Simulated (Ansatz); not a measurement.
`CB(C)Cl` and `CB(Cl)[SeH]` differ in one atom or group.

Ansatz, PBE0-D4/def2-TZVP geometries, multiplicity 1. Each molecule was computed in one conformer, which needn't be the lowest.

Scalar relativity is left out up to krypton.

| property | `CB(C)Cl` |
| --- | --- |
| HOMO energy (PBE0/def2-TZVPP) / eV | -8.28 |
| HOMO energy (B3LYP/def2-TZVPP) / eV | -8.05 |
| HOMO energy (PBE/def2-TZVPP) / eV | -6.90 |
| HOMO–LUMO gap (PBE/def2-TZVPP) / eV | 5.22 |
| LUMO energy (PBE/def2-TZVPP) / eV | -1.68 |
| zero-point energy (PBE0-D4/def2-TZVP) / kJ/mol | 204.9 |

Problem. What does the change do to each property? (Estimate.)

Solution. Ansatz gave: 
| property | `CB(Cl)[SeH]` | shift |
| --- | --- | --- |
| HOMO energy (PBE0/def2-TZVPP) / eV | -7.58 | 0.70 |
| HOMO energy (B3LYP/def2-TZVPP) / eV | -7.34 | 0.71 |
| HOMO energy (PBE/def2-TZVPP) / eV | -6.47 | 0.43 |
| HOMO–LUMO gap (PBE/def2-TZVPP) / eV | 4.56 | -0.66 |
| LUMO energy (PBE/def2-TZVPP) / eV | -1.90 | -0.22 |
| zero-point energy (PBE0-D4/def2-TZVP) / kJ/mol | 132.6 | -72.3 |

With PBE0 the HOMO rises by 0.70 eV and the LUMO falls by 0.33 eV, so the gap narrows by about 1.03 eV. PBE moves the HOMO by 0.43 eV and ωB97M-V by 0.87 eV. The zero-point energy changes by -72.3 kJ/mol with -6 modes.

B3LYP here is the variant with VWN-RPA as its local correlation; programs differ in this.

Spin–orbit coupling is left out; it splits and shifts lone-pair levels of the heavy atoms by tenths of an eV.
